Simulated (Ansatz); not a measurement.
```yaml
crystal:
  periodic: [false, false, false]
  atoms:
    - {symbol: C, position_ang: [-0.353924, 1.220159, -0.343480]}
    - {symbol: N, position_ang: [-0.120180, -0.174087, -0.079047]}
    - {symbol: C, position_ang: [1.028293, -0.340716, 0.770558]}
    - {symbol: Mg, position_ang: [-1.179874, -1.597300, -0.755868]}
    - {symbol: H, position_ang: [0.502496, 1.702429, -0.846371]}
    - {symbol: H, position_ang: [-0.538771, 1.798397, 0.578703]}
    - {symbol: H, position_ang: [-1.226319, 1.367875, -0.990894]}
    - {symbol: H, position_ang: [0.908118, 0.164441, 1.744889]}
    - {symbol: H, position_ang: [1.223344, -1.398409, 0.983447]}
    - {symbol: H, position_ang: [1.948667, 0.069339, 0.319224]}
    - {symbol: H, position_ang: [-2.126349, -2.869328, -1.360561]}
basis:
  gaussian: {orbitals: "6-31G*", fitting: {mean_field: cc-pVTZ-jkfit}}
hamiltonian: {xc: {name: BHLYP}, dispersion: d3bjatm}
```

```sh
$ ansatz run in.yaml --threads 4 --pin off --events-out ev --progress --plain --max-ram 10444MiB
```

Question: How does Ansatz answer? (Best estimate.)

Answer: Computed: The input was rejected before any iteration.
```
Functional definition: BHLYP
  name "BHLYP"
  cite "Becke, J. Chem. Phys. 98, 1372 (1993) doi:10.1063/1.464304"
  cite "Becke, Phys. Rev. A 38, 3098 (1988) doi:10.1103/PhysRevA.38.3098"
  cite "Lee, Yang & Parr, Phys. Rev. B 37, 785 (1988) doi:10.1103/PhysRevB.37.785"
  parameter a = 0.5
  exchange = (1 - a)*b88_x + a*exact_x
  correlation = lyp_c
Error: <dir> the basis set cc-pVTZ-JKFIT has no functions for Mg
```
